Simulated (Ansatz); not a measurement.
Reaction (formal hydrolysis of a Ga–F bond): `[NH2][Ga]([NH2])[F]` + H₂O → `[NH2][Ga]([NH2])[OH]` + H–F

Isolated molecules relaxed with PBE0-D4/def2-TZVP in Ansatz; ΔE leaves out vibrations. CCSD(T)/CBS adds triple-zeta CCSD(T) − MP2 to the extrapolated MP2 energy (def2 sets, frozen cores). This one scheme is used for every species. DFT in def2-TZVPP. B3LYP here is the variant with VWN-RPA as its local correlation; programs differ in this. HSE06 is defined as in plane-wave codes. For Ga outer-core shells are correlated without core-valence functions, which leaves a few kJ/mol of doubt a bond. Scalar relativity is left out up to krypton. Each species was taken in one conformer, which may not be the lowest.

`[NH2][Ga]([NH2])[F]`:

Cartesian coordinates in Å:
```
N 1.561 0.109 0.552
Ga -0.001 0.332 -0.328
N -1.560 -0.554 -0.112
F -0.003 1.582 -1.565
H 2.270 0.820 0.481
H 1.605 -0.369 1.436
H -1.601 -1.443 0.356
H -2.270 -0.477 -0.821
```

H₂O:

Cartesian coordinates in Å:
```
O 0.384 -0.058 -0.031
H -0.294 -0.278 -0.674
H -0.089 0.336 0.705
```

`[NH2][Ga]([NH2])[OH]`:

Z-matrix (Å, degrees):
```
N
Ga 1 1.814
H 1 1.007 2 118.9
H 1 1.006 2 121.1 3 -144.3
N 2 1.821 1 123.6 3 163.8
O 2 1.788 1 115.3 3 -16.1
H 5 1.006 2 120.7 1 161.7
H 5 1.007 2 120.4 1 16.6
H 6 0.958 2 114.4 1 -177.7
```

H–F:

```xyz
2

F    -0.131    0.418    0.140
H     0.131   -0.418   -0.140
```

| level | ΔE (kJ/mol) | difference from CCSD(T)/CBS |
| --- | --- | --- |
| LDA (SPW92) | 34.2 | 1.1 |
| PBE-D4 | 37.6 | 4.5 |
| revPBE-D4 | 36.4 | 3.3 |
| BLYP-D4 | 39.6 | 6.5 |
| r2SCAN-D4 | 40.4 | 7.3 |
| B97M-V | 43.7 | 10.6 |
| B3LYP-D4 | 39.8 | 6.7 |
| r2SCANh-D4 | 40.0 | 6.9 |
| r2SCAN0-D4 | 39.5 | 6.4 |
| HSE06-D4 | 37.5 | 4.4 |
| BHLYP-D4 | 41.2 | 8.1 |
| CAM-B3LYP-D4 | 41.1 | 8.0 |
| ωB97X-V | 40.8 | 7.7 |
| ωB97M-V | 39.8 | 6.7 |
| B2PLYP | 39.6 | 6.5 |
| PBE-QIDH | 36.7 | 3.6 |
| PBE | 39.5 | 6.4 |
| r2SCAN | 40.9 | 7.8 |
| PBE0 | 39.3 | 6.2 |
| B3LYP | 42.9 | 9.8 |
| r2SCANh | 40.5 | 7.4 |
| r2SCAN0 | 40.1 | 7.0 |
| HSE06 | 39.1 | 6.0 |
| BHLYP | 43.7 | 10.6 |
| CAM-B3LYP | 42.9 | 9.8 |
| LC-ωPBE | 41.7 | 8.6 |
| RPA@PBE/def2-TZVPP | 34.1 | 1.0 |
| HF/def2-SVP | 53.4 | 20.3 |
| MP2/def2-SVP | 43.9 | 10.8 |
| CCSD/def2-SVP | 46.5 | 13.4 |
| CCSD(T)/def2-SVP | 45.2 | 12.1 |
| HF/def2-TZVPP | 47.1 | 14.0 |
| MP2/def2-TZVPP | 32.7 | -0.4 |
| SCS-MP2/def2-TZVPP | 35.6 | 2.5 |
| CCSD/def2-TZVPP | 36.3 | 3.2 |
| CCSD(T)/def2-TZVPP | 34.7 | 1.6 |
| HF/def2-QZVPP | 48.2 | 15.1 |
| HF/CBS(def2) | 48.4 | 15.3 |
| MP2/CBS(def2) | 31.1 | -2.0 |
| CCSD/CBS(def2) | 34.7 | 1.6 |
| CCSD(T)/CBS | 33.1 | 0 |

(1) What do rigid-rotor, harmonic-oscillator terms from PBE0-D4/def2-TZVP frequencies (298.15 K, 1 bar) make of the CCSD(T)/CBS value? (Best estimate.)

Largest T1 diagnostic among the species: 0.013.

Results:

(1) Computed: ΔZPE = -1.8 kJ/mol, ΔH = +31.5 kJ/mol, ΔS = -2 J/(mol·K), ΔG = +32.0 kJ/mol.

Leaving LDA and LC-ωPBE aside and taking each functional with its dispersion term where it has one, the values spread over 7.4 kJ/mol, from revPBE-D4 to B97M-V. LDA lies −5.3 kJ/mol from PBE without D4. In def2-TZVPP, CCSD(T) changes the Hartree–Fock value by −12.4 kJ/mol (the triples alone add −1.6 kJ/mol) and MP2 by −14.5 kJ/mol.
